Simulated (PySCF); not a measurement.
H3ClSi, charge -1, doublet, at the geometry of the source list (a state made from the parent by changing its charge; the spin is typed, not shown lowest) (in this run its highest filled SCF level lies above zero, so its values depend strongly on the basis, on diffuse functions most of all); WB97X/cc-pVDZ (PySCF).

The PySCF input:
```python
from pyscf import gto, scf, dft

mol = gto.M(
    atom='''
Si   -0.12910000   -0.00570000   -0.00460000
Cl    1.87810000    0.08360000    0.06760000
H    -0.50430000   -0.99840000   -1.00530000
H    -0.63000000    1.31380000   -0.37260000
H    -0.61480000   -0.39330000    1.31500000
''',
    basis='cc-pvdz',
    charge=-1,
    spin=1,
    verbose=4,
)

mf = dft.UKS(mol)
mf.xc = 'wb97x'
mf.grids.level = 4
mf.kernel()
```

Problem. What does PySCF print? Leave out banner, timings and long lists.

Solution. 
```
PySCF version 2.14.0

[INPUT] verbose = 4
[INPUT] num. atoms = 5
[INPUT] num. electrons = 35
[INPUT] charge = -1
[INPUT] spin (= nelec alpha-beta = 2S) = 1
[INPUT] symmetry False subgroup None
[INPUT] Mole.unit = angstrom
[INPUT] Symbol           X                Y                Z      unit          X                Y                Z       unit  Magmom
[INPUT]  1 Si    -0.129100000000  -0.005700000000  -0.004600000000 AA   -0.243963642681  -0.010771438910  -0.008692740173 Bohr   0.0
[INPUT]  2 Cl     1.878100000000   0.083600000000   0.067600000000 AA    3.549094634546   0.157981104014   0.127745486021 Bohr   0.0
[INPUT]  3 H     -0.504300000000  -0.998400000000  -1.005300000000 AA   -0.952988884618  -1.886702562766  -1.899741673025 Bohr   0.0
[INPUT]  4 H     -0.630000000000   1.313800000000  -0.372600000000 AA   -1.190527458476   2.482722182454  -0.704111954013 Bohr   0.0
[INPUT]  5 H     -0.614800000000  -0.393300000000   1.315000000000 AA   -1.161803621383  -0.743229284791   2.484989853803 Bohr   0.0

nuclear repulsion = 88.085674634342
number of shells = 19
number of NR pGTOs = 103
number of NR cGTOs = 51
basis = cc-pvdz
ecp = {}

******** <class 'pyscf.dft.uks.UKS'> ********
method = UKS
initial guess = minao
damping factor = 0
level_shift factor = 0
DIIS = <class 'pyscf.scf.diis.CDIIS'>
diis_start_cycle = 1
diis_space = 8
diis_damp = 0
SCF conv_tol = 1e-09
SCF conv_tol_grad = None
SCF max_cycles = 50
direct_scf = True
direct_scf_tol = 1e-13
number electrons alpha = 18  beta = 17
XC library pyscf.dft.libxc version 7.1.2
    S. Lehtola, C. Steigemann, M. J. T. Oliveira, and M. A. L. Marques,  SoftwareX 7, 1–5 (2018)
XC functionals = wb97x
    J.-D. Chai and M. Head-Gordon,  J. Chem. Phys. 128, 084106 (2008)
radial grids:
    Treutler-Ahlrichs [JCP 102, 346 (1995); DOI:10.1063/1.469408] (M4) radial grids

becke partition: Becke, JCP 88, 2547 (1988); DOI:10.1063/1.454033
pruning grids: <function nwchem_prune>
grids dens level: 4
symmetrized grids: False
atomic radii adjust function: <function treutler_atomic_radii_adjust>
small_rho_cutoff = 0
Set gradient conv threshold to 3.16228e-05
tot grids = 104736
init E= -751.475504415241

cycle= 1 E= -751.400782254988  delta_E= 0.0747  |g|= 0.188  |ddm|= 2.32
cycle= 2 E= -751.420244105156  delta_E= -0.0195  |g|= 0.108  |ddm|= 0.657
cycle= 3 E= -751.426472682628  delta_E= -0.00623  |g|= 0.0125  |ddm|= 0.155
cycle= 4 E= -751.426918547909  delta_E= -0.000446  |g|= 0.00575  |ddm|= 0.198
cycle= 5 E= -751.427077031597  delta_E= -0.000158  |g|= 0.00363  |ddm|= 0.127
cycle= 6 E= -751.42718015912  delta_E= -0.000103  |g|= 0.00193  |ddm|= 0.141
cycle= 7 E= -751.427215373939  delta_E= -3.52e-05  |g|= 0.000824  |ddm|= 0.103
cycle= 8 E= -751.427220873771  delta_E= -5.5e-06  |g|= 0.00026  |ddm|= 0.0446
cycle= 9 E= -751.427221280278  delta_E= -4.07e-07  |g|= 5.03e-05  |ddm|= 0.0128
cycle= 10 E= -751.427221286555  delta_E= -6.28e-09  |g|= 1.41e-05  |ddm|= 0.000352
cycle= 11 E= -751.427221287085  delta_E= -5.3e-10  |g|= 4.19e-06  |ddm|= 0.000206
Extra cycle  E= -751.427221287118  delta_E= -3.37e-11  |g|= 2.18e-06  |ddm|= 2.43e-05
converged SCF energy = -751.427221287118  <S^2> = 0.75273532  2S+1 = 2.0027335
```
